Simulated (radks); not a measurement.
Valence configurations of Dy I (all share [Xe]). Method: scalar-relativistic Kohn-Sham, r2SCAN, spin-unpolarised, spherical densities, finite nucleus; meta-GGA in the generalised Kohn-Sham scheme; Fermi nuclear charge, rms radius 5.2218 fm; computed with a radial shooting solver on a logarithmic mesh with Libxc functionals. Energies are relative to 4f10 6s2; eigenvalues in eV.

valence,E (eV),e(4f),e(5d),e(6p),e(6s)
4f10 6s2,0.000,-3.001,-,-,-3.827
4f10 6s1.5 6p0.5,1.375,-3.736,-,-1.469,-4.197
4f9.5 5d0.5 6s2,1.608,-6.003,-1.609,-,-4.143
4f9.5 6s2 6p0.5,1.940,-7.509,-,-1.668,-4.775
4f10 6s1 6p1,2.733,-4.431,-,-1.788,-4.500
4f9 5d1 6s2,4.466,-9.173,-2.191,-,-4.377
4f9 6s2 6p1,5.970,-12.457,-,-2.196,-5.681
4f9 5d1 6s1.5 6p0.5,6.028,-9.883,-2.734,-1.618,-4.721
4f8.5 5d1.5 6s2,8.663,-12.496,-2.753,-,-4.556

NIST lists [Xe] 4f10 6s2 as the ground configuration; this level of theory agrees among the configurations tried. The energies are those of spherical spin-averaged densities, not of single terms. No valid solution was reached for [Xe] 4f11 6s1.
